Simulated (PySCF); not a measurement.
C2H6OSSi.
SMILES: `CC(=S)O[SiH3]`

The closed-shell SCF was solved with PySCF and density fitting under several settings on one GFN2-xTB geometry (grid level 2 and gas phase unless stated).

| settings | basis functions | SCF cycles | E (Eh) | HOMO (eV) | LUMO (eV) | dipole (D) |
| --- | --- | --- | --- | --- | --- | --- |
| PBE0/pcSseg-1 | 129 | 14 | -842.2642 | -6.69 | -1.45 | 2.05 |
| PBE0/def2-SVPD | 162 | 14 | -841.9957 | -6.72 | -1.55 | 2.09 |
| KT2/Sadlej pVTZ, damping 0.1 at the start, DIIS from the seventh cycle | 190 | 22 | -850.9441 | -5.56 | -2.35 | 2.02 |
| BHandHLYP/6-31G, IEF-PCM water, energy threshold 1e-08 Eh, damping 0.1 at the start, DIIS from the seventh cycle | 65 | 14 | -842.4952 | -7.99 | -0.30 | 3.10 |
| B97-2/MINI, start guess sap, energy threshold 1e-08 Eh | 39 | 18 | -837.8836 | -7.49 | -2.70 | 1.70 |
| revPBE/aug-pcSseg-1, damping 0.3 at the start, DIIS from the seventh cycle | 198 | 21 | -842.5374 | -5.45 | -2.38 | 2.04 |

Q: Estimate the rows for these settings: (1) wB97X-D/def2-SVPD, energy threshold 1e-08 Eh, fitting basis def2-universal-jkfit; (2) PBE0/aug-cc-pVDZ, damping 0.1 at the start, DIIS from the seventh cycle.

A: 
```tsv
settings	basis functions	SCF cycles	E (Eh)	HOMO (eV)	LUMO (eV)	dipole (D)
wB97X-D/def2-SVPD, energy threshold 1e-08 Eh, fitting basis def2-universal-jkfit	162	10	-842.3752	-8.54	0.22	2.16
PBE0/aug-cc-pVDZ, damping 0.1 at the start, DIIS from the seventh cycle	177	17	-842.3275	-6.66	-1.47	2.12
```

Q: Over all rows, what range does the HOMO–LUMO gap span?

A: From 3.07 eV (revPBE/aug-pcSseg-1, damping 0.3 at the start, DIIS from the seventh cycle) to 8.76 eV (wB97X-D/def2-SVPD, energy threshold 1e-08 Eh, fitting basis def2-universal-jkfit). The functional of the narrowest has no exact exchange, that of the widest range-separated exact exchange.

Q: And the dipole moment?

A: From 1.70 D (B97-2/MINI, start guess sap, energy threshold 1e-08 Eh) to 3.10 D (BHandHLYP/6-31G, IEF-PCM water, energy threshold 1e-08 Eh, damping 0.1 at the start, DIIS from the seventh cycle); the largest is 1.82 times the smallest, and the median is 2.07 D.

Q: Compare two rows with the functional PBE0: PBE0/pcSseg-1 and PBE0/aug-cc-pVDZ, damping 0.1 at the start, DIIS from the seventh cycle. Which energy is lower, and by how much?

A: PBE0/aug-cc-pVDZ, damping 0.1 at the start, DIIS from the seventh cycle (177 functions) lies 0.0633 Eh or 40 kcal/mol below PBE0/pcSseg-1 (129 functions).

wB97X-D ran without the empirical dispersion term, which would shift the total energy alone. Cycle counts include a coarse-grid stage where the run had one. KT2 was designed for NMR shieldings or shifts; total energies of different functionals aren't comparable. The species at its GFN2-xTB geometry (one conformer only).

Shape of the structure used: `[CH3:1][C:2](=[S:3])[O:4][SiH3:5]`: C1–C2–O4–Si5 -179°.
